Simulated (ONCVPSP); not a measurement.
# Reading a pseudo-wave (Cl)

Columns: radius, all-electron u(r) and pseudo u(r) of the 3p shell (level -8.84 eV) of chlorine in the configuration [Ne] 3s1.5 3p5.5; PBEsol, scalar-relativistic, ONCV scheme, ONCVPSP 4.0.1.

```
r (bohr)  all-electron  pseudo
   0.072       -0.1272  0.0060
   0.145       -0.2861  0.0239
   0.217       -0.3591  0.0517
   0.290       -0.3470  0.0887
   0.362       -0.2747  0.1328
   0.435       -0.1649  0.1844
   0.507       -0.0399  0.2413
   0.580        0.0903  0.3029
   0.652        0.2134  0.3649
   0.725        0.3280  0.4264
   0.798        0.4294  0.4850
   0.870        0.5157  0.5406
   0.942        0.5883  0.5950
   1.015        0.6481  0.6485
   1.088        0.6950  0.6951
   1.160        0.7296  0.7297
   1.232        0.7541  0.7541
   1.305        0.7697  0.7697
   1.378        0.7774  0.7774
   1.450        0.7783  0.7783
   1.522        0.7737  0.7737
   1.595        0.7644  0.7644
   1.668        0.7512  0.7512
   1.740        0.7352  0.7352
   1.812        0.7169  0.7169
   1.885        0.6964  0.6964
```

Task: How many radial nodes do the two functions have?

Result: The all-electron 3p function has n − l − 1 = 1; the pseudo-wave has 0, since the states of the same l below it are removed with the core.

Task: At about which radius was the pseudo-wave matched?

Result: 1.05 bohr, where the columns begin to agree (steps of 0.07 bohr).

Task: Where does each function peak?

Result: Outermost all-electron maximum near 1.45 bohr, pseudo maximum near 1.45 bohr (to the table’s step).

Task: Is the pseudo-wave norm-conserving?

Result: Yes: the ONCV scheme keeps the norm inside the radius equal to the all-electron one, which fixes the energy derivative of the logarithmic derivative at the level.
